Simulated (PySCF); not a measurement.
Unknown compound

An unknown has the formula C4H6FNO. Its calculated NMR data are:

1H NMR (400 MHz, computed): δ 7.61 (m, 1H), 7.09 (m, 1H), 5.55 (br, 1H), 1.97 (s, 3H).

13C{1H} NMR (computed): δ 166.0 (C), 146.8 (CH), 119.9 (CH), 24.2 (CH3).

- shieldings: GIAO PBE0/pcSseg-1
- coordinates at the GFN2-xTB level
- run in PySCF
- non-relativistic Hamiltonian, gas phase, a single conformation, averaged over atoms made equivalent by symmetry, fast rotation or ring inversion

References, each an isolated molecule treated in the same way: 1H (σref 31.72) and 13C (σref 186.93) vs TMS.

Deduce the structure.

Answers


Rings plus π bonds: 2 (no ring in the answer). 4 carbon signals for 4 carbons: no two carbons are equivalent. Carbon types of the structure: 1 × C, 2 × CH, 1 × CH3, leaving 1 H on heteroatoms. δC 166.0: amide carbonyl carbon; lone-pair donation from the attached heteroatom keeps it upfield of a ketone carbonyl. δC 146.8: β carbon of an enol-ether or enamine type C=C. δC 119.9: alkene carbon bearing nitrogen; the olefinic region. δC 24.2: methyl carbon α to a carbonyl; the adjacent C=O deshields it moderately. δH 7.09: hydrogen on a β carbon of an enol-ether or enamine type C=C; olefinic region. δH 5.55: hydrogen on an amide-type nitrogen; exchangeable, gas-phase position. δH 1.97: hydrogen on a methyl carbon α to a carbonyl; α to C=O.

The compound is `N(C(C)=O)/C=C/F`.

The data come from this structure; uniqueness wasn't tested.

The OH or NH signal is concentration- and solvent-dependent in practice; the value given is the gas-phase one. Amide-type NH protons are broadened by 14N but still split neighbouring CH signals. Splittings by 19F in the carbon and heteronuclear signals aren't shown, as no couplings were computed. Shifts are as computed. Against solution values, carbons near 30 ppm lie about +3 ppm off and those near 130 ppm about +5 ppm. Of 1211 compounds with measured shifts, 218 miss one by over three times the rms of a fit or turn the order of signals round; such compounds aren't used in these exercises. Hydrogen bonding in solution deshields acid and N–H amide carbonyl carbons by as much as 10 ppm beyond these values. No couplings were computed; multiplicities are counted from neighbouring protons, with m where these are inequivalent, close in shift, in a saturated or five-membered ring or joined by F or P, and br s for small geminal =CH2 splittings.
